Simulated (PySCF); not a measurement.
Bonds (- single, = double, # triple, : aromatic): C1-P2 1.795 Å, P2-C3 1.758 Å, C3:C4 1.439 Å, C4:C5 1.359 Å, C5:O6 1.352 Å, O6:C7 1.324 Å, C7:C3 1.377 Å. C1 carries H8, H9, H10; P2 carries H11, H12; C4 carries H13; C5 carries H14; C7 carries H15. Formal charges: P2 +1.

Total charge +1.

Geometry: PBE0-D3(BJ)/def2-SVP; GIAO absolute shieldings from PySCF 2.14.0 with density-fitted response routines, gas phase, non-relativistic, averaged over equivalent atoms.

At WP04/pcSseg-1 (166 basis functions, 17 s wall time on 1 thread of an Arm Neoverse V1, shared host):
```
    atoms  σ (ppm)
       C5     14.3
       C7     15.3
       C4     53.6
       C3     78.4
       C1    171.2
       P2    347.8
       O6    -12.6
      H14    23.50
      H15    23.72
      H13    24.70
  H11/H12    25.13
H8/H9/H10    29.09
```

**Question.** What do these become at PBE0/pcSseg-1?

**Answer.** 
```
    atoms  σ at PBE0/pcSseg-1  change
       C5                27.1   +12.8
       C7                28.4   +13.1
       C4                67.1   +13.5
       C3                92.9   +14.5
       C1               186.7   +15.5
       P2               386.2   +38.4
       O6                -9.3    +3.3
      H14               23.01   -0.49
      H15               23.25   -0.47
      H13               24.19   -0.51
  H11/H12               24.43   -0.70
H8/H9/H10               28.85   -0.24
```

The largest change is at P2 (phosphorus bonded to 2 C, 2 H). Cost: 166 basis functions, 18 s wall time on 1 thread of an Arm Neoverse V1, shared host. The order of the carbon signals is the same at both levels.
